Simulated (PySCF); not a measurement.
Identify the unknown among the candidates.

All candidates are C6H12O2.

| technique | computed result |
| --- | --- |
| Rotational structure | rotational constants A, B, C: 2.975, 1.399, 1.140 GHz [PBE0-D3(BJ)/def2-SVP] |
| Polarisability | 80.3 au [CAM-B3LYP/def2-SVPD] |
| UV, strongest line | among the 6 lowest singlet transitions: S3 at 8.20 eV (151 nm, f = 0.107) [TDDFT CAM-B3LYP/def2-SVPD] |
| UV, first state | lowest singlet excitation: 5.92 eV (209 nm, f = 0.002) [TDDFT CAM-B3LYP/def2-SVPD] |
| Dipole | 1.76 D [CAM-B3LYP/def2-SVPD] |

The electronic properties come from PySCF, for the isolated species, density fitting. Levels stand in brackets. Geometry: PBE0-D3(BJ)/def2-SVP, one conformer, isolated molecule.

Problem. Which candidate is it?
A. `CC[C@@H](C)C(=O)OC`
B. `CCCC1OCCO1`
C. `CC(C)O[C@@H]1C[C@@H]1O`
D. `CCC(C)(C)OC=O`

Solution. A. It is `CC[C@@H](C)C(=O)OC`. Numbering: `[CH3:1][CH2:2][C@@H:3]([CH3:4])[C:5](=[O:6])[O:7][CH3:8]`. Its formula, C6H12O2, gives 1 degree of unsaturation: 0 rings and 1 π bond in the structure found. The optimised geometry has point group C1 and is an asymmetric top.

The others, at the same levels:
- `CCCC1OCCO1` fails: its computed lowest singlet excitation is 7.47 eV (166 nm, f = 0.030) (against 5.92 eV), rotational constant A is 5.824 GHz (against 2.975 GHz) and smallest rotational constant is 0.934 GHz (against 1.140 GHz).
- `CC(C)O[C@@H]1C[C@@H]1O` fails: its computed lowest singlet excitation is 6.91 eV (179 nm, f = 0.005) (against 5.92 eV), strongest line among the 6 lowest singlet transitions is S6 at 7.80 eV (159 nm, f = 0.030) (against S3 at 8.20 eV) and rotational constant A is 3.761 GHz (against 2.975 GHz).
- `CCC(C)(C)OC=O` fails: its computed lowest singlet excitation is 5.77 eV (215 nm, f = 0.002) (against 5.92 eV), rotational constant A is 2.441 GHz (against 2.975 GHz) and smallest rotational constant is 1.467 GHz (against 1.140 GHz).

Each candidate is one conformer, not necessarily the lowest. Dipoles, sizes and rotational constants follow the conformer. The torsions of the flexible species, by atom-mapped SMILES:
- `[CH3:1][CH2:2][C@@H:3]([CH3:4])[C:5](=[O:6])[O:7][CH3:8]`: C1–C2–C3–C4 173°, C2–C3–C5–O6 -30°, C3–C5–O7–C8 177°
- `[CH3:1][CH:2]([CH3:3])[O:4][C@@H:5]1[CH2:6][C@@H:7]1[OH:8]`: C1–C2–O4–C5 69°, C2–O4–C5–C6 -95°, H–O8–C7–C6 -75°
- `[CH3:1][CH2:2][C:3]([CH3:4])([CH3:5])[O:6][CH:7]=[O:8]`: C1–C2–C3–C4 -61°, C2–C3–O6–C7 61°, C3–O6–C7–O8 0°

The conformers of `CCCC1OCCO1` aren't listed.
